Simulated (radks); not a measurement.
Rh+, 44 electrons, occupied as [Kr] 4d8 (the NIST ground configuration). All-electron calculation, scalar-relativistic Kohn-Sham, PBE, spin-unpolarised, spherical densities, point nucleus. Program: a radial shooting solver on a logarithmic mesh with Libxc functionals.

X-ray form factor f0, the Fourier transform of the density (f0(0) = 44):

| sin(theta)/lambda (1/angstrom) | f0 (electrons) |
|---|---|
| 0.05 | 43.337 |
| 0.1 | 41.526 |
| 0.15 | 38.985 |
| 0.2 | 36.150 |
| 0.25 | 33.339 |
| 0.3 | 30.732 |
| 0.4 | 26.393 |
| 0.5 | 23.180 |
| 0.6 | 20.798 |
| 0.8 | 17.311 |
| 1 | 14.427 |
| 1.25 | 11.287 |
| 1.5 | 8.886 |
| 2 | 6.261 |
